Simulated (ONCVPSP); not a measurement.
**tellurium, ONCV: configuration errors across variants**

* Element: Te (Z = 52)
* Generator: ONCVPSP 4.0.1
* Type: optimised norm-conserving Vanderbilt (ONCV)
* Functional: PBE
* Relativity: scalar-relativistic
* Frozen core: [Kr]
* Valence charge: 16
* Reference configuration: 4d10 5s2 5p3 (charge +1)
* Partial waves: 5s: rc 1.60 bohr, ncon 4, nbas 9, qcut 3.2 1/bohr, 2 projectors, debl 3.3 Ha; 5p: rc 1.65 bohr, ncon 4, nbas 9, qcut 4.6 1/bohr, 1 projector; 4d: rc 1.55 bohr, ncon 4, nbas 9, qcut 9 1/bohr, 2 projectors, debl 3 Ha
* Local potential: polynomial inside 1.05 bohr (lpopt 5, dvloc0 0 Ha)
* Core correction: polynomial model core, fcfact 0.4

All-electron excitation energies from the reference (eV): (1) 4d10 5s2 5p4 -9.729; (2) 4d10 5s2 5p2 17.925; (3) 4d10 5s2 5p1 44.823; (4) 4d10 5s2 5p3.5 -5.831.

A true bound ghost makes a file unfit for plane-wave use even where its test errors are small: the radial tests pick states by their node count and pass the ghost by.

Errors AE − PS in meV (a dash: test not solved or not reliable):

| change | (1) | (2) | (3) | (4) | bound ghosts | GHOST(+) flags above zero |
| --- | --- | --- | --- | --- | --- | --- |
| base | +3.5 | -3.3 | -8.2 | +1.7 | s, p | none |
| d: debl 2.3 | +3.5 | -3.3 | -8.3 | +1.7 | s, p | none |
| d: debl 3.1 | +3.5 | -3.3 | -8.2 | +1.7 | s, p | none |

Problem. Give the same row for: d: debl 5.3.

Solution. +3.5, -3.5, -10, +1.7; bound ghosts: s, p, d; GHOST(+) flags above zero: none.
